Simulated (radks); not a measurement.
Results of a calculation; reference values are marked as such.
Trend from La to Lu: ionisation energy by Delta-SCF between NIST ground configurations, and size. Code: a radial shooting solver on a logarithmic mesh with Libxc functionals. Model: scalar-relativistic Kohn-Sham, PBE, spin-polarised, spherical densities, point nucleus; open shells are filled with parallel spins first (spin-orbit coupling, left out, can overturn this in heavy ions).

La: configuration [Xe] 5d1 6s2; configuration of the ion [Xe] 5d2; IE (eV) 5.584; NIST (eV) 5.577; kind exp.; -e(HOMO) (eV) 3.306 (5d)
Ce: configuration [Xe] 4f1 5d1 6s2; configuration of the ion [Xe] 4f1 5d2; IE (eV) 5.715; NIST (eV) 5.539; kind exp.; -e(HOMO) (eV) 3.326 (5d)
Pr: configuration [Xe] 4f3 6s2; configuration of the ion [Xe] 4f3 6s1; IE (eV) 5.420; NIST (eV) 5.470; kind semi-emp.; -e(HOMO) (eV) 1.845 (4f)
Nd: configuration [Xe] 4f4 6s2; configuration of the ion [Xe] 4f4 6s1; IE (eV) 5.467; NIST (eV) 5.525; kind exp.; -e(HOMO) (eV) 2.555 (4f)
Pm: configuration [Xe] 4f5 6s2; configuration of the ion [Xe] 4f5 6s1; IE (eV) 5.514; NIST (eV) 5.582; kind exp.; -e(HOMO) (eV) 3.157 (4f)
Sm: configuration [Xe] 4f6 6s2; configuration of the ion [Xe] 4f6 6s1; IE (eV) 5.561; NIST (eV) 5.644; kind exp.; -e(HOMO) (eV) 3.433 (6s)
Eu: configuration [Xe] 4f7 6s2; configuration of the ion [Xe] 4f7 6s1; IE (eV) 5.608; NIST (eV) 5.670; kind exp.; -e(HOMO) (eV) 3.459 (6s)
Gd: configuration [Xe] 4f7 5d1 6s2; configuration of the ion [Xe] 4f7 5d1 6s1; IE (eV) 5.995; NIST (eV) 6.150; kind exp.; -e(HOMO) (eV) 2.954 (5d)
Tb: configuration [Xe] 4f9 6s2; configuration of the ion [Xe] 4f9 6s1; IE (eV) 5.865; NIST (eV) 5.864; kind exp.; -e(HOMO) (eV) 0.894 (4f)
Dy: configuration [Xe] 4f10 6s2; configuration of the ion [Xe] 4f10 6s1; IE (eV) 5.967; NIST (eV) 5.939; kind exp.; -e(HOMO) (eV) 1.450 (4f)
Ho: configuration [Xe] 4f11 6s2; configuration of the ion [Xe] 4f11 6s1; IE (eV) 6.064; NIST (eV) 6.022; kind exp.; -e(HOMO) (eV) 1.928 (4f)
Er: configuration [Xe] 4f12 6s2; configuration of the ion [Xe] 4f12 6s1; IE (eV) 6.157; NIST (eV) 6.108; kind exp.; -e(HOMO) (eV) 2.343 (4f)
Tm: configuration [Xe] 4f13 6s2; configuration of the ion [Xe] 4f13 6s1; IE (eV) 6.247; NIST (eV) 6.184; kind exp.; -e(HOMO) (eV) 2.703 (4f)
Yb: configuration [Xe] 4f14 6s2; configuration of the ion [Xe] 4f14 6s1; IE (eV) 6.337; NIST (eV) 6.254; kind exp.; -e(HOMO) (eV) 3.018 (4f)
Lu: configuration [Xe] 4f14 5d1 6s2; configuration of the ion [Xe] 4f14 6s2; IE (eV) 5.377; NIST (eV) 5.426; kind exp.; -e(HOMO) (eV) 1.949 (5d)

Reference values: NIST Atomic Spectra Database (exp. = measured, semi-emp. = semi-empirical, theory = theoretical value adopted there). Open shells are spherical and high-spin; term and fine-structure splittings are not resolved. Spin-orbit splitting is averaged out at the scalar-relativistic level.
